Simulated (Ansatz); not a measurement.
SnI₄ was relaxed with PBE0-D4 (def2-SVP) in Ansatz in these states: charge +1 doublet, neutral singlet. The geometries follow in no particular order.

In the def2 sets I, Sn take a core potential; there is no spin–orbit coupling.

A:

```xyz
5

Sn    0.000    0.000    0.000
I     1.990   -1.310   -1.223
I     1.014    2.005    1.457
I    -1.326   -1.686    1.603
I    -1.678    0.991   -1.837
```

B:

Cartesian coordinates in Å:
```
Sn 0.342 -0.047 -0.058
I -2.149 -0.673 -1.074
I 1.573 -2.106 0.997
I -1.428 1.165 1.680
I 1.662 1.661 -1.545
```

Judge from the bond lengths which geometry belongs to which state (an estimate).

A is the neutral singlet (Sn1–I2 2.678 Å, Sn1–I4 2.678 Å, Sn1–I3 2.678 Å); B is the charge +1 doublet (Sn1–I2 2.762 Å, Sn1–I4 2.761 Å, Sn1–I3 2.621 Å).
